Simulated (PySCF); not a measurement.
# One molecule, several mistakes: B2CH6Si

All numbers below are calculated, not measured. The program is PySCF 2.14.0, an open-source quantum chemistry code, run on an isolated molecule that a program drew, which may never have been made. The molecule is B2CH6Si (charge 0, singlet), drawn as the SMILES string `BB=C[SiH3]`.

Each row is a Hartree-Fock (HF) and frozen-core CCSD(T) single point in the cc-pV(D+d)Z basis, meant for a local HF minimum. Run 1 is clean. Each other run has one planted mistake out of seven kinds, and not every kind appears here: one electron removed, one electron added, multiplicity raised by two, geometry at a saddle point, minimal basis STO-3G, one bond length entered in bohr, all coordinates scaled. The reference is restricted for singlets and unrestricted otherwise, and also for a bond in bohr. Adding or removing an electron swaps singlet and doublet. Electrons count all cores. HOMO and LUMO are orbital energies over both spins, the gradient is its largest component, and the lowest frequency (negative if imaginary) is given only where the gradient is small. Bond lengths are over the 9 bonds as drawn. T1 is the CCSD diagnostic: over 0.02 (restricted) or 0.045 (unrestricted) a single reference is doubtful.

Geometry of the clean run:
```xyz
10
B2CH6Si, angstrom
B    -3.2134    0.0478    0.1058
B    -1.6334    0.0630   -0.4146
C    -0.3202    0.0269   -0.8638
Si    0.3870   -1.5194   -1.6226
H    -3.8822   -0.9397   -0.0061
H    -3.7040    1.0230    0.5992
H     0.3234    0.9001   -0.7826
H     0.8404   -1.2734   -3.0130
H     1.5541   -2.0090   -0.8497
H    -0.6476   -2.5810   -1.6419
```

```
run,electrons,basis functions,<S^2>,HOMO (eV),LUMO (eV),gradient (hartree/bohr),lowest frequency (cm^-1),mean bond (Å),longest bond (Å),T1,HF (hartree),CCSD(T) (hartree),mistake
1,36,95,0.000,-9.19,0.92,3.1e-05,93,1.4273,1.862,0.0163,-379.59971,-380.06282,no fault
2,36,30,0.000,-6.84,5.43,4.6e-02,-,1.4273,1.862,0.0138,-375.14938,-375.38752,minimal basis STO-3G
3,36,95,2.014,-6.67,-0.37,1.5e-01,-,1.4273,1.862,0.0156,-379.52766,-379.95963,multiplicity raised by two
4,36,95,0.970,-8.26,0.95,2.3e-02,-,1.5739,2.802,0.0530,-379.49048,-379.94146,one bond length entered in bohr
5,36,95,0.000,-9.40,1.00,2.3e-02,-,1.3831,1.804,0.0157,-379.59043,-380.04974,?
6,37,95,0.771,-0.95,7.89,5.0e-02,-,1.4273,1.862,0.0148,-379.59919,-380.07671,?
```

**Which mistake was planted in run 5, and what did it cost?**

The mean and the longest bond both change by the same factor, 0.969, and the gradient is no longer small. So the mistake is: all coordinates scaled. Subtracting run 1 and multiplying by 627.51 kcal/mol a hartree, the energy moved by 5.8 kcal/mol in HF and 8.2 kcal/mol in CCSD(T).

**Which mistake was planted in run 6, and what did it cost?**

It counts 37 electrons, one more than the clean run, at the same geometry and basis. So the mistake is: one electron added. Subtracting run 1 and multiplying by 627.51 kcal/mol a hartree, the energy moved by 0.3 kcal/mol in HF and -8.7 kcal/mol in CCSD(T).

Cautions from the logs. Run 4: T1 is over the limit, so its CCSD(T) energy is less reliable.
